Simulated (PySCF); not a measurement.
# Dipole response of Cr (chromium, neutral)

[Ar] 3d5 4s1, high-spin 7S determinant. Calculation: PySCF 2.14, in aug-cc-pwCVTZ-DK (10s9p7d4f3g, 127 functions); the spin-free X2C one-electron Hamiltonian (Gaussian nucleus). Coupled (time-dependent) response in atomic units; α is the mean over directions.

```
method  mean α (bohr³)  C₆ (like pair)  S(−4)
  PBE0           73.86           610.0   4176
```

S(−4) is the Cauchy moment in α(ω) = α(0) + S(−4) ω² + …

Reference α: 83 ± 12 bohr³ (recommended; Schwerdtfeger and Nagle, table of static dipole polarizabilities (2023 update)). Published C₆: 602.0 (Chu and Dalgarno (2004); Tang, Norbeck and Certain (1976)).

α(iu) at PBE0:

| u (hartree) | α(iu) (bohr³) |
| --- | --- |
| 0 | 73.86 |
| 0.0500 | 64.84 |
| 0.100 | 48.17 |
| 0.200 | 25.80 |
| 0.300 | 16.19 |
| 0.500 | 8.886 |
| 0.750 | 5.510 |
| 1.00 | 3.885 |
| 1.50 | 2.326 |
| 2.00 | 1.585 |
| 3.00 | 0.8893 |
| 5.00 | 0.4026 |

A single London oscillator, α(iu) = α/(1 + u²/ω²), gives C₆ = (3/4) ω α². Matching the computed C₆ needs ω = 4 × 610.0 / (3 × 73.86²) = 0.149 hartree.
